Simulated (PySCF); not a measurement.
Do core-level shifts follow atomic charges?

Species: C7H9FO.
Atom-mapped SMILES: `[CH:1]#[C:2][C@@H:3]1[CH2:4][CH2:5][C@@:6]1([F:7])[O:8][CH3:9]`

Binding energies: PySCF, delta-SCF UKS SCAN, pcX-2 on the ionised atom, pcseg-1 elsewhere, spin-free X2C. Charges: PBE0/pcSseg-1 ground-state density, for the ionised atom.

```json
{"atom": "C1", "environment": "terminal alkyne carbon", "C 1s (eV)": "290.02", "Mulliken (e)": "-0.403", "IAO (e)": "-0.245", "Hirshfeld (e)": "-0.122", "ESP (e)": "-0.390"}
{"atom": "C2", "environment": "alkyne carbon", "C 1s (eV)": "290.59", "Mulliken (e)": "+0.377", "IAO (e)": "-0.032", "Hirshfeld (e)": "-0.050", "ESP (e)": "-0.135"}
{"atom": "C5", "environment": "four-membered-ring carbon", "C 1s (eV)": "290.78", "Mulliken (e)": "-0.153", "IAO (e)": "-0.286", "Hirshfeld (e)": "-0.083", "ESP (e)": "-0.226"}
{"atom": "C4", "environment": "four-membered-ring carbon", "C 1s (eV)": "290.81", "Mulliken (e)": "-0.144", "IAO (e)": "-0.250", "Hirshfeld (e)": "-0.064", "ESP (e)": "-0.207"}
{"atom": "C3", "environment": "propargylic carbon", "C 1s (eV)": "291.39", "Mulliken (e)": "-0.363", "IAO (e)": "-0.175", "Hirshfeld (e)": "-0.034", "ESP (e)": "+0.128"}
{"atom": "C9", "environment": "methoxy carbon", "C 1s (eV)": "292.30", "Mulliken (e)": "-0.041", "IAO (e)": "-0.208", "Hirshfeld (e)": "-0.040", "ESP (e)": "-0.087"}
{"atom": "C6", "environment": "sp3 C–F carbon", "C 1s (eV)": "294.10", "Mulliken (e)": "+0.392", "IAO (e)": "+0.490", "Hirshfeld (e)": "+0.169", "ESP (e)": "+0.449"}
```

Problem. How well does each charge scheme correlate with the binding energies over these sites?

Solution. Hirshfeld: r = 0.94, slope 13.8 eV per e; ESP: r = 0.90, slope 4.5 eV per e; IAO: r = 0.82, slope 4.1 eV per e; Mulliken: r = 0.55, slope 2.4 eV per e. Hirshfeld charges have the highest r, on only 7 points.

Problem. The point-charge model writes a binding energy as kq + V + constant, with V the potential of the other atoms' charges at the site. What does it give with the IAO charges?

Solution. V = Σ 14.40 eV Å × q/r over all other atoms: +2.31 eV at C1, -1.98 eV at C2, +4.10 eV at C5, +2.77 eV at C4, +1.82 eV at C3, +2.79 eV at C9, -8.33 eV at C6. Fitting binding energy − V to q gives k = 19.7 eV per e and leaves an rms residual of 0.40 eV, against 0.74 eV for the fit on q alone. The model has no term for differences in relaxation between sites.

The unrestricted hole states depart most from a pure doublet (⟨S²⟩ = 0.75; over 0.85 named) for C 1s of C2 (0.87), which makes this value less certain. Isolated species at its PBE0-D3(BJ)/def2-SVP geometry (one conformer only).

Shape of the structure used: `[CH:1]#[C:2][C@@H:3]1[CH2:4][CH2:5][C@@:6]1([F:7])[O:8][CH3:9]`: C5–C6–O8–C9 171°.
